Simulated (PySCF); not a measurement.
System: C2H8BN2, charge -1, multiplicity 1. It need not be the lowest isomer of its formula. Whether it binds its extra electron was not tested at this geometry. SMILES: C[CH-]B(N)N
Coordinates optimised at B3LYP-D3(BJ)/def2-TZVP (Ansatz):
```xyz
13

C      2.0461    -0.5708    -0.2446
C      0.9685     0.3223     0.3152
B     -0.4739     0.1627     0.1105
N     -1.0892    -0.8575    -0.7980
N     -1.5131     0.9654     0.8455
H      1.6094    -1.4069    -0.8076
H      2.7516    -0.0768    -0.9445
H      2.6945    -1.0450     0.5192
H      1.3379     1.1158     0.9719
H     -2.0484    -0.6864    -1.0680
H     -0.5455    -1.0747    -1.6203
H     -2.2075     1.3938     0.2409
H     -1.0945     1.7021     1.3995
```
Charge -1, spin multiplicity 1.

Dispersion corrections to the total energy (kcal/mol) from the dftd3 and dftd4 libraries through PySCF: D3(BJ) without and D4 with the three-body term, each with the damping fitted for the functional named.

| functional | D3(BJ) | D4 |
|---|---|---|
| TPSS | … | -8.01 |
| revPBE | -14.16 | -20.27 |
| HF | … | -22.18 |
| BLYP | -11.35 | -13.22 |
| r2SCAN | … | -1.55 |
| B2PLYP | -4.16 | -4.15 |
| CAM-B3LYP | -4.08 | -4.96 |

Q: Complete the blanks.

A: 
- TPSS, D3(BJ): -6.83
- HF, D3(BJ): -42.62
- r2SCAN, D3(BJ): -1.58
